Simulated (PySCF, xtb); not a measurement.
1-fluorocyclopenta-1,3-diene (C5H5F), SMILES FC1=CC=CC1.

GFN2-xTB in xtb 6.7.1 at its own geometry gives an orbital gap of 3.71 eV and a dipole moment of 1.90 D.

Coordinates come from a B3LYP-D3(BJ)/def2-SVP optimisation. The values are those of a single conformer.

Problem. What does PBE/def2-TZVP run with PySCF give? (The exact figures need the calculation; the answer reports its results.)

Solution. gap 3.67 eV (levels -5.21 and -1.54 eV), dipole 1.03 D.
